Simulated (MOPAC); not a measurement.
Job for MOPAC: AM1 on H4OPbSi (SMILES [OH][Pb][SiH3]), a point of a torsion scan.

```
AM1 1SCF PRECISE CHARGE=0 THREADS=1
H4OPbSi

O      2.46328639 1     0.04912430 1    -0.34514466 1
Pb     1.24136234 1    -1.48416547 1     0.51053111 1
Si    -1.04721572 1    -0.09386614 1     0.36434139 1
H      2.13297538 1     0.89540586 1    -0.63131546 1
H     -1.46787144 1     0.32134933 1    -0.97759816 1
H     -2.21921289 1    -0.82593227 1     0.86669285 1
H     -1.09156512 1     1.15957299 1     1.12432668 1
```

Output:

```
*******************************************************************************
 **                                                                           **
 **                              MOPAC v23.2.5                                **
 **                                                                           **
 *******************************************************************************
 ** MOPAC's Digital Object Identifier: https://doi.org/10.5281/zenodo.6511958 **
 **                                                                           **
 ** Please cite the open-source release paper for use of this MOPAC version:  **
 ** J. E. Moussa and J. J. P. Stewart (2026)                                  **
 ** MOPAC: An open-source semiempirical molecular orbital program             **
 ** J. Open Source Softw., 11(119), 8025, https://doi.org/10.21105/joss.08025 **
 *******************************************************************************

                              AM1 CALCULATION RESULTS

 *******************************************************************************
 *  AM1        - The AM1 Hamiltonian to be used
 *
 *
 *
 *                 CHARGE ON SYSTEM = 0
 *
 *
 *
 *  PRECISE    - TIGHTER CRITERIA TO BE USED
 *  1SCF       - DO 1 SCF AND THEN STOP
 *  THREADS=1  - MULTI-THREADING NOT USED
 *  T=         - A TIME OF 172800.0 SECONDS REQUESTED
 *  DUMP=N     - RESTART FILE WRITTEN EVERY 7200.0 SECONDS REQUESTED
 *******************************************************************************
AM1 1SCF PRECISE CHARGE=0 THREADS=1
 H4OPbSi

   ATOM   CHEMICAL          X               Y               Z
  NUMBER   SYMBOL      (ANGSTROMS)     (ANGSTROMS)     (ANGSTROMS)

     1       O          2.46328639  *   0.04912430  *  -0.34514466  *
     2      Pb          1.24136234  *  -1.48416547  *   0.51053111  *
     3      Si         -1.04721572  *  -0.09386614  *   0.36434139  *
     4       H          2.13297538  *   0.89540586  *  -0.63131546  *
     5       H         -1.46787144  *   0.32134933  *  -0.97759816  *
     6       H         -2.21921289  *  -0.82593227  *   0.86669285  *
     7       H         -1.09156512  *   1.15957299  *   1.12432668  *



          CARTESIAN COORDINATES

    NO.       ATOM           X           Y           Z

     1         O          2.4633      0.0491     -0.3451
     2        Pb          1.2414     -1.4842      0.5105
     3        Si         -1.0472     -0.0939      0.3643
     4         H          2.1330      0.8954     -0.6313
     5         H         -1.4679      0.3213     -0.9776
     6         H         -2.2192     -0.8259      0.8667
     7         H         -1.0916      1.1596      1.1243

  H: (AM1): M.J.S. DEWAR ET AL, J. AM. CHEM. SOC. 107 3902-3909 (1985)
  O: (AM1): M.J.S. DEWAR ET AL, J. AM. CHEM. SOC. 107 3902-3909 (1985)
 Si: (AM1): M.J.S.DEWAR, C. JIE, ORGANOMETALLICS, 6, 1486-1490 (1987).
 Pb: (AM1): J. J. P. STEWART, J. MOL. MOD., 10, 155-164 (2004)

           Empirical Formula: H4 O Pb Si  =     7 atoms



      MOLECULAR POINT GROUP   :   Cs


      RHF CALCULATION, NO. OF DOUBLY OCCUPIED LEVELS = 9


 -------------------------------------------------------------------------------
 AM1 1SCF PRECISE CHARGE=0 THREADS=1
 H4OPbSi



     1SCF WAS SPECIFIED, SO BFGS WAS NOT USED
     SCF FIELD WAS ACHIEVED


                              AM1 CALCULATION
                                                       MOPAC v23.2.5 Linux




          FINAL HEAT OF FORMATION =         -7.15931 KCAL/MOL =     -29.95453 KJ/MOL


          COSMO AREA              =        128.85 SQUARE ANGSTROMS
          COSMO VOLUME            =        121.19 CUBIC ANGSTROMS

          IONIZATION POTENTIAL    =          8.842267 EV
          HOMO LUMO ENERGIES (EV) =         -8.842 -1.711
          NO. OF FILLED LEVELS    =          9
          MOLECULAR WEIGHT        =        255.3165         POINT GROUP:  Cs

          MOLECULAR DIMENSIONS (Angstroms)

            Atom       Atom       Distance
            H     6    O     1     4.91529
           Pb     2    H     5     3.03849
            H     5    H     7     2.12116


          SCF CALCULATIONS        =          1





   ATOM   CHEMICAL          X               Y               Z
  NUMBER   SYMBOL      (ANGSTROMS)     (ANGSTROMS)     (ANGSTROMS)

     1       O          2.46328639  *   0.04912430  *  -0.34514466  *
     2      Pb          1.24136234  *  -1.48416547  *   0.51053111  *
     3      Si         -1.04721572  *  -0.09386614  *   0.36434139  *
     4       H          2.13297538  *   0.89540586  *  -0.63131546  *
     5       H         -1.46787144  *   0.32134933  *  -0.97759816  *
     6       H         -2.21921289  *  -0.82593227  *   0.86669285  *
     7       H         -1.09156512  *   1.15957299  *   1.12432668  *

                             CARTESIAN COORDINATES

   1    O        2.463286390     0.049124300    -0.345144660
   2   Pb        1.241362340    -1.484165470     0.510531110
   3   Si       -1.047215720    -0.093866140     0.364341390
   4    H        2.132975380     0.895405860    -0.631315460
   5    H       -1.467871440     0.321349330    -0.977598160
   6    H       -2.219212890    -0.825932270     0.866692850
   7    H       -1.091565120     1.159572990     1.124326680


           Empirical Formula: H4 O Pb Si  =     7 atoms



      MOLECULAR POINT GROUP   :   Cs


                  EIGENVALUES
 -33.89517 -18.73243 -15.56118 -14.60810 -11.82752 -11.82204 -10.99058 -10.69915
  -8.84227  -1.71123  -0.94825  -0.47540   1.81758   1.83075   3.07656   6.92744


              NET ATOMIC CHARGES AND DIPOLE CONTRIBUTIONS

  ATOM NO.   TYPE          CHARGE      No. of ELECS.   s-Pop       p-Pop
    1          O          -0.698473        6.6985     1.84637     4.85211
    2         Pb           0.884629        3.1154     1.92019     1.19518
    3         Si          -0.134124        4.1341     0.94097     3.19315
    4          H           0.192518        0.8075     0.80748
    5          H          -0.078095        1.0781     1.07810
    6          H          -0.088345        1.0883     1.08835
    7          H          -0.078109        1.0781     1.07811
 DIPOLE           X         Y         Z       TOTAL
 POINT-CHG.     1.559    -5.788     2.086     6.347
 HYBRID        -1.733     3.168    -0.978     3.741
 SUM           -0.173    -2.619     1.107     2.849


          ATOMIC ORBITAL ELECTRON POPULATIONS

     Atom    s        px        py        pz
    1  O   1.84637   1.77097   1.33825   1.74289
    2 Pb   1.92019   0.46286   0.49177   0.24055
    3 Si   0.94097   1.20699   1.04005   0.94610
    4  H   0.80748
    5  H   1.07810
    6  H   1.08835
    7  H   1.07811

 **********************
 *                    *
 * JOB ENDED NORMALLY *
 *                    *
 **********************




 == MOPAC DONE ==
```

The run finished.

Cost: about 0.020 core-seconds (a rough figure).
